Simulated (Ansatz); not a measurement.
CH4N (SMILES C[NH]) moved off its minimum; all values from Ansatz (a first-principles code), cores frozen in correlated methods. Open shells are unrestricted.
(charge 0, multiplicity 2)
```xyz
6

C     -0.6167     0.1015     0.1647
N      0.6576    -0.3316    -0.1910
H     -0.6986     0.2125     1.1765
H     -1.3879    -0.5615    -0.4495
H     -0.7954     1.1801    -0.2410
H      1.4219     0.3193     0.1021
```

Problem. Give the forces (eV/Å), the total energy and the dipole at CCSD(T)/cc-pVTZ.

Solution. 
| atom | Fx | Fy | Fz |
|---|---|---|---|
| C1 | -1.935 | 1.178 | -4.943 |
| N2 | 2.501 | -0.582 | -0.648 |
| H3 | -0.925 | -0.185 | 2.943 |
| H4 | 1.190 | 1.214 | 2.043 |
| H5 | 0.170 | -1.338 | 0.521 |
| H6 | -1.001 | -0.287 | 0.085 |
Energy -95.0098 hartree, dipole 1.81 D.
